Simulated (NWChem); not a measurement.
Species: CrNH3SO2; SMILES [OH][Cr](=[NH])(=[O])[SH]

```xyz
8

Cr     0.0580     0.3716     0.0278
O      0.6913     0.6841     1.3840
N      1.0147     0.7583    -1.1926
H      1.9940     1.0674    -1.1945
O     -1.4704     1.1569    -0.2164
H     -2.0086     1.2022     0.5878
S     -0.1339    -1.8304     0.0174
H     -0.1054    -1.9378    -1.3300
```
Atoms are numbered in this order, from 1.

Results from NWChem. Pople sets run with spherical d functions. Structure relaxed at the PBE0/def2-SVP level. No frequency run checked for a minimum. Level SCAN/6-31G*: energy and gradient on several grids; changes count from the extra-fine grid, which is no exact limit either.

| grid | size of the energy change (μHa) | largest change of a gradient component (μHa/bohr) | time, medium = 1 (rough) |
|---|---|---|---|
| xcoarse | 20000 | 20000 | about 1 |
| coarse | 10000 | 2000 | about 1 |
| medium | 6000 | 1000 | about 1 |
| fine | 1000 | 300 | about 1 |
| xfine | < 10 | < 30 | 2 |
